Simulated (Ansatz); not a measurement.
Coupled-cluster diagnostics for the cluster MgSe₂ (the lowest singlet isomer of a short search), Ansatz.

Geometry of the singlet (PBE-D4/def2-TZVP):

```xyz
3

Mg   -0.4729   -0.0502    1.2481
Se   -0.9516   -0.1895   -1.0828
Se    1.4244    0.2397   -0.1653
```

Correlated methods freeze 19 core orbitals; core or outer-core shells of Mg, Se are correlated, in sets that lack core-valence functions. In CCSD on the charge 1 doublet the largest single amplitude is 0.29, so its Hartree–Fock determinant may place the open shell otherwise than the density functionals do. The structure comes from a short search, and lower isomers may exist.

Geometry of the charge 0 triplet (PBE-D4/def2-TZVP):

```xyz
3

Mg    0.253   -1.494   -0.375
Se   -0.910    0.827   -0.665
Se    0.657    0.667    1.040
```

Geometry of the charge 0 quintet (PBE-D4/def2-TZVP):

```xyz
3

Mg    0.638   -0.851   -1.118
Se   -0.915   -0.690    1.069
Se    0.277    1.542    0.049
```

Question: Estimate the CCSD(T) correlation energy, the shares of MP2 and (T), T1 and the reference's ⟨S²⟩ for: charge 0, singlet, own geometry in def2-TZVPP; charge 0, triplet, own geometry in def2-TZVPP; charge 0, quintet, own geometry in def2-TZVPP; charge 1, doublet, vertical in def2-TZVPP; and the rough time on 4 threads of Arm Neoverse V2 on a shared host.

Answer: 
| state | basis | correlation (eV) | MP2 share (%) | (T) share (%) | T1 | ⟨S²⟩ (pure) | wall time | remarks |
| --- | --- | --- | --- | --- | --- | --- | --- | --- |
| charge 0, singlet, own geometry | def2-TZVPP | -20.635 | 95.0 | 3.6 | 0.012 | 0.00 (0.00) | 7.5 s | – |
| charge 0, triplet, own geometry | def2-TZVPP | -20.037 | 94.9 | 3.5 | 0.012 | 2.03 (2.00) | 23 s | – |
| charge 0, quintet, own geometry | def2-TZVPP | -18.933 | 93.9 | 2.9 | 0.010 | 6.03 (6.00) | 23 s | – |
| charge 1, doublet, vertical | def2-TZVPP | -19.973 | 93.2 | 3.8 | 0.038 | 0.84 (0.75) | 22 s | spin-contaminated (⟨S²⟩ 0.84) |
Customary marks for T1 are 0.02 (closed shells), 0.045 (open shells) and about 0.05 (3d metals). T1 exceeds 0.02 in 1 of 4 rows and 0.045 in 0; the higher it lies, the less the single-reference result can be trusted.
